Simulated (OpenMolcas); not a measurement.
Cr3+ with 6 ligands (chloride) in octahedral coordination (Oh). A charge of +0.5 e stands 2.6 Å behind each ligand. Ligand basis ANO-RCC-VDZP.

```
Program             : OpenMolcas
Method              : SS-CASPT2, IPEA 0.25 Eh, imaginary shift 0.1 Eh (closed shells correlated: 3s 3p and the ligand valence shells)
Basis               : ANO-RCC-VTZP [6s5p3d2f1g]
Scalar Hamiltonian  : DKH2, point nucleus
Active space        : 3 electrons in 5 orbitals (3d)
State averaging     : 2S+1 = 4 even, 10 roots; 2S+1 = 2 even, 40 roots
Spin-orbit coupling : RASSI with atomic mean-field integrals over the reference wave functions
```

All ligands move together. At R = 2.35 Å the first state of the same spin is 13410 cm-1, and at R = 2.38 Å it is 12630 cm-1.

**Question.** A third run gives 11310 cm-1. What distance was it run at?

**Answer.** With a power law R^-n the two known points give n = -ln(12630 / 13410) / ln(2.38 / 2.35) = 4.72. Then R = 2.35 × (13410 / 11310)^(1/4.72) = 2.436 Å. The run was at 2.44 Å, so the estimate is off by -0.004 Å.

Roots that are degenerate in the reference are averaged as groups; the widest CASPT2 spread within a group is 600 cm-1 (the 3-fold group of multiplicity 2 near 61000 cm-1 above the lowest state of its run, R = 2.38). Shifts and gaps below about the spread of the groups concerned are not significant. Over all roots computed the reference weight is 0.65 to 0.66 in R = 2.35, 0.65 to 0.66 in R = 2.38, 0.65 to 0.67 in R = 2.44; a low but even weight reflects the number of correlated electrons. Ligand-to-metal charge-transfer states are missing. These CASPT2 states fit no ligand-field parameters well, so their order and spin gaps are uncertain. With no ligand orbital active B as a rule stays too high, so bands that hang on it stand too high and its fall with covalency is understated. With one d shell and no ligand orbital active, 10Dq can be off by a tenth or more. No measured value stands beside these numbers; the geometry was imposed, not optimised, and the real ion may take another.
